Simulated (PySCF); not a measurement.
Harmonic spectrum computed at PBE0 in the def2-SVP basis family (core potentials from Rb on, PySCF, no spin–orbit coupling):

```json
{"ω (cm⁻¹)": "187", "IR (km/mol, summed over degenerate members)": "0.0", "degeneracy": "2"}
{"ω (cm⁻¹)": "334", "IR (km/mol, summed over degenerate members)": "0.0", "degeneracy": "1"}
{"ω (cm⁻¹)": "446", "IR (km/mol, summed over degenerate members)": "2.4", "degeneracy": "1"}
{"ω (cm⁻¹)": "919", "IR (km/mol, summed over degenerate members)": "466", "degeneracy": "2"}
```

Question: Which molecule gave it? In each, all ligands are bound to the one heavy central atom.
A. SnBr₃⁺ (singlet)
B. CBr₃⁺ (singlet)
C. TeBr₃⁺ (singlet)
D. TiBr₃⁺ (singlet)

Answer: B. It has D3h symmetry with C–Br 1.807 Å (×3).
